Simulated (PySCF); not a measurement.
## Worked example for 3-fluoroanisole: deprotonation at atom C9

Structure: `COc1cccc(F)c1` (C7H7FO). Atom numbers as in the mapped SMILES `[CH3:1][O:2][c:3]1[cH:4][cH:5][cH:6][c:7]([F:8])[cH:9]1`. These are map numbers, not IUPAC locants.

These are calculated values, ωB97X-D3(BJ)/ma-def2-SVP in PySCF (grid level 2) at geometries from PBE0-D3(BJ)/ma-def2-SVP. Zero-point and thermal terms (298.15 K, 1 bar) come from unscaled GFN2-xTB harmonic frequencies, with soft modes damped to free rotors in the entropy. These were taken at the GFN2-xTB minima.

Step: `COc1cccc(F)c1` → `COC1=C=C(F)C=C[CH-]1` + H⁺.

```jsonl
{"species": "COc1cccc(F)c1", "charge": "0", "multiplicity": "1", "E / Eh": "-445.847982"}
{"species": "COC1=C=C(F)C=C[CH-]1", "charge": "-1", "multiplicity": "1", "E / Eh": "-445.228072"}
```

Thermal terms, products less reactant: Δ(H − E) = -32.68 kJ/mol, Δ(G − E) = -67.54 kJ/mol (the bare proton has no electronic energy, H = 5/2 RT). 1 Eh = 2625.50 kJ/mol.

**Question.** What are ΔE, ΔH and ΔG of this step?

**Answer.** ΔE = 0.619910 Eh = 1627.57 kJ/mol; ΔH = 1594.9 kJ/mol; ΔG = 1560.0 kJ/mol, all in the gas phase at 298.15 K and 1 bar. The digits show the arithmetic; the method itself can be off by 10 kJ/mol or more.

Known limits: ma-def2-SVP is a small basis, whose errors can reach tens of kJ/mol.
